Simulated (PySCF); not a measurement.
In(OH)(SeH)2 (H3InOSe2), SMILES [OH][In]([SeH])[SeH].

Geometry optimised at B3LYP-D3(BJ)/def2-SVP. The structure was generated by enumeration; whether it is a known compound was not checked. The def2 effective core potentials stand for the cores of In; spin–orbit coupling is left out. The values are those of a single conformer.

The numbers are results of PBE/def2-TZVP (PySCF), not measurements.

Symmetry labels are those of the subgroup Cs that the program uses (full group Cs).

Computed valence orbital energies around the gap with their symmetry:
```tsv
orbital	symmetry	energy (eV)
HOMO−7	A'	-10.05
HOMO−6	A'	-9.69
HOMO−5	A'	-9.20
HOMO−4	A'	-7.61
HOMO−3	A"	-7.16
HOMO−2	A'	-7.14
HOMO−1	A"	-6.36
HOMO	A"	-6.11
LUMO	A'	-2.91
LUMO+1	A"	-1.73
LUMO+2	A'	-1.15
LUMO+3	A'	-0.80
```
